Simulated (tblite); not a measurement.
Question: Write Cartesian coordinates for `[H]/N=C/[C@H](C)C#CC#C` as optimised with GFN2-xTB.

Answer: 
```
atom  x, y, z in Å
C1     4.2139   -0.8201    0.5869
C2     3.0610   -0.6279    0.2969
C3     1.7545   -0.4154   -0.0113
C4     0.5947   -0.2480   -0.3003
C5    -0.8087   -0.0339   -0.5872
C6    -1.6716   -1.0448    0.1821
C7    -1.1773    1.3675   -0.1832
N8    -1.6788    2.1466   -1.0247
H9     5.2185   -0.9880    0.8343
H10   -0.9830   -0.1381   -1.6637
H11   -2.7213   -0.8931   -0.0587
H12   -1.3887   -2.0587   -0.0913
H13   -1.5334   -0.9244    1.2551
H14   -0.9719    1.6080    0.8699
H15   -1.9123    3.0783   -0.6888
```

Any rigid rotation of these coordinates is as good. Atoms count from 1 in this order. The 6 C–C bonds span 1.204 Å (C1≡C2, drawn triple) to 1.536 Å (C5–C6, drawn single), a spread of 0.332 Å. N8 (imine nitrogen) is bent (angle 116.1°).

Bonds between heavy atoms (Å): C1≡C2 1.204, C2–C3 1.359, C3≡C4 1.207, C4–C5 1.448, C5–C6 1.536, C5–C7 1.504, C7=N8 1.252.

The geometry is computed with GFN2-xTB (gas phase).

Point group: C1 (no symmetry element, even within 0.4 Å). Its GFN2-xTB frequencies are all real (lowest 48 cm⁻¹). One conformer, not necessarily the lowest (C4–C5–C7–N8 123°). 2 starts were optimised and ended at 0.00 and 1.92 kcal/mol (GFN2-xTB); the lowest of these is shown.
